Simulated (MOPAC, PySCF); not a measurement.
C₇H₁₄OSi, SMILES `O=C[C@@H]1CCC[C@@H]([SiH3])C1` (O–C–C–C torsion 132°), neutral singlet in the gas phase. 

Cartesian coordinates (Å):
SMILES: O=C[C@@H]1CCC[C@@H]([SiH3])C1
```xyz
23

O     -1.5885     2.3555    -0.5971
C     -2.0849     1.2523    -0.4858
C     -1.4031    -0.0653    -0.8153
C     -1.5841    -1.0754     0.3381
C     -0.6929    -0.7270     1.5364
C      0.7808    -0.6037     1.1241
C      0.9720     0.4306    -0.0034
Si     2.7969     0.6005    -0.5144
C      0.0705     0.1097    -1.2139
H     -3.1557     1.1311    -0.1245
H     -1.9841    -0.4475    -1.6898
H     -1.3253    -2.0892    -0.0364
H     -2.6527    -1.1188     0.6422
H     -1.0275     0.2378     1.9802
H     -0.8100    -1.4928     2.3317
H      1.1441    -1.5995     0.7792
H      1.4017    -0.3366     2.0051
H      0.6731     1.4321     0.3811
H      3.6435     0.9720     0.6752
H      3.3030    -0.7093    -1.0657
H      2.9581     1.6565    -1.5757
H      0.4167    -0.8294    -1.6999
H      0.1484     0.9162    -1.9715
```
Charge 0, multiplicity 1.

All levels are single points at this geometry (PBE-D3(BJ)/def2-SVP); Pople sets use spherical d functions. Orbital energies aren't observables, and empty levels follow the basis.

```tsv
level	HOMO (eV)	LUMO (eV)	gap (eV)	dipole (D)	vertical IE, Delta-SCF (eV)
PBE-D3(BJ)/def2-TZVP in PySCF	-5.86	-2.06	3.80	2.88	–
B3LYP/6-311+G** in PySCF	-7.22	-1.24	5.98	3.06	–
BP86/6-31G* in PySCF	-5.66	-1.77	3.89	2.74	–
M06-2X/6-31G* in PySCF	-8.67	0.60	9.27	2.79	–
PBE/6-31G* in PySCF	-5.53	-1.67	3.86	2.72	–
HF/6-31G* in PySCF	-10.80	3.97	14.77	3.21	9.40
AM1 in MOPAC	-10.26	1.04	11.29	2.46	–
PM6 in MOPAC	-9.75	0.51	10.25	3.19	–
PM7 in MOPAC	-9.87	0.78	10.65	3.20	–
```
